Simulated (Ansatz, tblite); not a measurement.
Cost and result up the ladder for PPSbSb tetrahedron (Sb2P2) (4 atoms). Charge 0, multiplicity 1. Geometry: r2SCAN-D4/def2-SVP.

Cartesian coordinates in Å:
```
P -0.164 0.811 -1.179
P -1.290 -0.632 0.110
Sb 1.180 -1.153 -0.260
Sb 0.274 0.974 1.329
```

Ansatz on 4 threads of Intel Xeon on a shared host; xTB runs through tblite on one thread. Times are rough, summed over both states, and most runs start from the orbitals of an earlier one. PBE0-D4/def2-TZVP serves as the yardstick here, not as an exact answer. The other state is a doublet.

In the def2 sets Sb takes a core potential; there is no spin–orbit coupling. The xTB rows come from tblite.

Raw xTB energies of ions are shifted by several eV.

| level | functions | vertical IE (eV) | difference from PBE0-D4/def2-TZVP (eV) |
| --- | --- | --- | --- |
| GFN1-xTB | 36 | 12.90 | 4.51 |
| PBE0-D4/def2-TZVP | 174 | 8.39 | 0.00 |
| PBE-D4/def2-TZVP | 174 | 8.29 | -0.10 |
| GFN2-xTB | 36 | 12.23 | 3.84 |

(1) Estimate how long each takes.

Answers

(1) GFN1-xTB 0.031 s; GFN2-xTB 0.032 s; PBE-D4/def2-TZVP 13 s; PBE0-D4/def2-TZVP 23 s. On shared hardware such times vary by a factor of up to 3.
